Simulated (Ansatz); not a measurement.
`OBCF` + `ClC(Cl)I` → `FCBI` + `OC(Cl)Cl`  (formal exchange of groups at a B–O bond)

Isolated molecules relaxed with PBE0-D4/def2-TZVP in Ansatz; ΔE leaves out vibrations. CCSD(T)/CBS is the MP2 limit (def2-TZVPP, def2-QZVPP) plus CCSD(T) − MP2 in def2-TZVPP, frozen cores. Functionals use def2-TZVPP. Elements past krypton have def2 core potentials. For I outer-core shells are correlated without core-valence functions, which leaves a few kJ/mol of doubt a bond. One conformer a species, not always the lowest.

```
             level  ΔE (eV)
         revPBE-D4     0.48
SCS-MP2/def2-TZVPP     0.63
     HF/def2-QZVPP     0.50
      HF/CBS(def2)     0.50
```

Question: What does CCSD(T)/CBS give? (Best estimate.)

Answer: The calculation gave: +0.61 eV. The listed levels differ from it by -0.13, 0.02, -0.11, -0.11 eV.

Largest T1 diagnostic among the species: 0.012.

In def2-TZVPP, CCSD(T) changes the Hartree–Fock value by +0.07 eV (the triples alone add −0.00 eV) and MP2 by +0.12 eV. From BLYP to BHLYP (50 % exact exchange), in def2-TZVPP and without D4, ΔE moves by −0.04 eV. Leaving LDA and LC-ωPBE aside and taking each functional with its dispersion term where it has one, the values, not all of them listed here, spread over 0.15 eV, from r2SCAN-D4 to BLYP-D4. LDA lies −0.04 eV from PBE without D4.
